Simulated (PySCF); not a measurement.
**Cl²⁺ (chlorine, charge +2) across methods**

[Ne] 3s2 3p3, high-spin 4S determinant. Computed with PySCF 2.14 in x2c-QZVPPall with one added diffuse shell each of s, p, d, f type (10s7p5d3f1g, 86 functions), with scalar relativity by spin-free X2C-1e. The B2PLYP total includes its PT2 part (frozen core); its orbital energies are those of the SCF part.

```
   method  E (hartree)  mean ε 3s α (eV)  mean ε 3s β (eV)  mean ε 3p α (eV)  Σ⟨r²⟩ (bohr²)   ⟨S²⟩
  LC-wPBE    -460.1082           -52.568           -47.076           -37.994          15.29  3.750
   B2PLYP    -460.1149           -52.380           -45.219           -36.559          15.35  3.751
      UHF   -459.64206           -57.725           -46.770           -39.693          15.41  3.751
   r2SCAN    -460.2006           -47.807           -42.295           -33.763          15.29  3.750
      LDA    -458.7104           -46.215           -42.570           -33.030          15.35  3.750
     PBE0    -460.0836           -49.452           -43.842           -34.945          15.30  3.750
      M06    -460.2217           -48.935           -43.846           -34.534          15.22  3.751
      PBE    -460.0486           -46.400           -42.297           -33.085          15.32  3.750
BHandHLYP    -460.2448           -52.152           -45.514           -36.463          15.33  3.751
```
